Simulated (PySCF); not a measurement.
CH3ClSi, SMILES C[Si]Cl (connectivity only; charge and spin as stated), neutral, multiplicity 1.

Geometry optimised at B3LYP-D3(BJ)/def2-TZVP.

These are TDA-ωB97X/def2-SVPD (PySCF) values and carry that method's errors.

Vertical excitations.  State labels are in the subgroup Cs.

| state | symmetry | energy (eV) | λ (nm) | f | main pairs |
|---|---|---|---|---|---|
| S1 | A" | 3.10 | 400 | 0.037 | HOMO→LUMO 97 % |
| S2 | A" | 5.77 | 215 | 0.012 | HOMO−1→LUMO 98 % |
| S3 | A' | 6.00 | 207 | 0.123 | HOMO→LUMO+1 75 % |
| S4 | A" | 6.54 | 189 | 0.003 | HOMO−3→LUMO 97 % |
| S5 | A' | 6.62 | 187 | 0.166 | HOMO−2→LUMO 81 % |
| S6 | A' | 7.02 | 177 | 0.017 | HOMO→LUMO+2 81 % |
| S7 | A' | 7.34 | 169 | 0.371 | HOMO→LUMO+3 88 % |
| S8 | A' | 8.45 | 147 | 0.046 | HOMO→LUMO+4 47 %, HOMO−1→LUMO+1 14 %, HOMO→LUMO+7 9 % |
| S9 | A" | 8.62 | 144 | 0.000 | HOMO−5→LUMO 88 % |
| S10 | A' | 8.67 | 143 | 0.129 | HOMO→LUMO+6 23 %, HOMO→LUMO+7 21 %, HOMO−1→LUMO+1 12 %, HOMO−4→LUMO 11 % |
| T1 | A" | 1.69 | 732 | 0 | HOMO→LUMO 96 % |
| T2 | A' | 4.80 | 258 | 0 | HOMO→LUMO+1 80 % |
| T3 | A" | 5.36 | 231 | 0 | HOMO−1→LUMO 88 % |
| T4 | A' | 5.68 | 218 | 0 | HOMO−2→LUMO 97 % |
Triplets are in the Tamm–Dancoff approximation.
